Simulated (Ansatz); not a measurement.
Frontier orbitals of Br2GaH, SMILES `[Br][GaH][Br]`.

Charge 0, multiplicity 1. Correlated methods include outer-core shells of Br, Ga, which these sets cover unevenly. Scalar relativity is left out up to krypton. The structure was optimised at the PBE0-D4/def2-TZVP level. Basis def2-TZVPP, the Gaussian-basis code of Ansatz.

```tsv
functional	HOMO (eV)	LUMO (eV)
r2SCAN	-7.58	-2.42
```

**Question.** Give HOMO and LUMO (eV) with LDA (SPW92), PBE, revPBE, BLYP, B97M-V, PBE0, B3LYP, r2SCANh, r2SCAN0, HSE06 (plane-wave form), BHLYP, CAM-B3LYP, LC-ωPBE, ωB97X-V, ωB97M-V, HF. (Estimate.)

**Answer.** Ansatz gave: 
```json
{"functional": "LDA (SPW92)", "HOMO": "-7.40", "LUMO": "-2.92"}
{"functional": "PBE", "HOMO": "-7.24", "LUMO": "-2.63"}
{"functional": "revPBE", "HOMO": "-7.18", "LUMO": "-2.51"}
{"functional": "BLYP", "HOMO": "-7.05", "LUMO": "-2.55"}
{"functional": "B97M-V", "HOMO": "-7.65", "LUMO": "-2.55"}
{"functional": "PBE0", "HOMO": "-8.51", "LUMO": "-1.88"}
{"functional": "B3LYP", "HOMO": "-8.23", "LUMO": "-2.12"}
{"functional": "r2SCANh", "HOMO": "-8.04", "LUMO": "-2.15"}
{"functional": "r2SCAN0", "HOMO": "-8.74", "LUMO": "-1.75"}
{"functional": "HSE06 (plane-wave form)", "HOMO": "-8.12", "LUMO": "-2.24"}
{"functional": "BHLYP", "HOMO": "-9.61", "LUMO": "-1.13"}
{"functional": "CAM-B3LYP", "HOMO": "-9.81", "LUMO": "-0.98"}
{"functional": "LC-ωPBE", "HOMO": "-11.21", "LUMO": "0.16"}
{"functional": "ωB97X-V", "HOMO": "-10.84", "LUMO": "0.03"}
{"functional": "ωB97M-V", "HOMO": "-10.70", "LUMO": "-0.15"}
{"functional": "HF", "HOMO": "-11.40", "LUMO": "0.96"}
```

B3LYP here is the variant with VWN-RPA as its local correlation; programs differ in this. LC-ωPBE has ω = 0.4 bohr⁻¹.
